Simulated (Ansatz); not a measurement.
Frontier orbitals of `[OH][In]([Cl])[Br]`.

```xyz
5

O    -0.829    0.341   -1.301
In    0.182    0.119    0.366
Cl    0.982   -1.985    0.886
Br    0.574    2.014    1.830
H    -0.908   -0.488   -1.781
```

Total charge 0; spin multiplicity 1. Correlated methods include outer-core shells of Br, In, which these sets cover unevenly. Scalar relativity is left out up to krypton. In: def2 effective core potential. All single points use the PBE0-D4/def2-TZVP geometry. It is one conformer, not always the lowest. Basis def2-TZVPP, the Gaussian-basis code of Ansatz.

| functional | HOMO (eV) | LUMO (eV) | gap (eV) |
| --- | --- | --- | --- |
| PBE | -7.50 | -3.45 | 4.05 |
| B97M-V | -7.89 | -3.28 | 4.61 |
| PBE0 | -8.81 | -2.59 | 6.22 |
| B3LYP | -8.54 | -2.91 | 5.63 |
| HSE06 (plane-wave form) | -8.41 | -2.96 | 5.45 |
| LC-ωPBE | -11.54 | -0.36 | 11.18 |
| ωB97M-V | -11.03 | -0.66 | 10.37 |

A quarter of exact exchange (PBE0) shifts PBE's HOMO by −1.31 eV and its LUMO by +0.86 eV; full exchange at long range (ωB97M-V) shifts them by −3.54 and +2.79 eV. The gap opens from 4.04 to 10.37 eV, since occupied levels lose self-interaction and empty ones feel all the electrons.

B3LYP here is the variant with VWN-RPA as its local correlation; programs differ in this. LC-ωPBE has ω = 0.4 bohr⁻¹.
